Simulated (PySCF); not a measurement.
This script is equivalent to a calculation on B²⁺ (boron, charge +2).

```python
from pyscf import gto, scf, dft, mp, cc
import basis_set_exchange as bse
mol = gto.M(atom="B 0 0 0", charge=2, spin=1, symmetry="D2h",
            basis=gto.basis.parse(bse.get_basis("cc-pVTZ-DK", elements=["B"], fmt="nwchem", header=False)),
            nucmod="G")
mf = dft.UKS(mol, xc="M062X").sfx2c1e()
mf.irrep_nelec = {'Ag': (2, 1)}
mf.kernel()
```

(1) What total energy does it give?

(2) Which occupied shell lies highest, and where?

(3) What is ⟨S²⟩, and what would a pure spin state give?

Results:

(1) -23.443 hartree (calculated).

(2) 2s α, at -35.402 eV.

(3) 0.750, against 0.75.
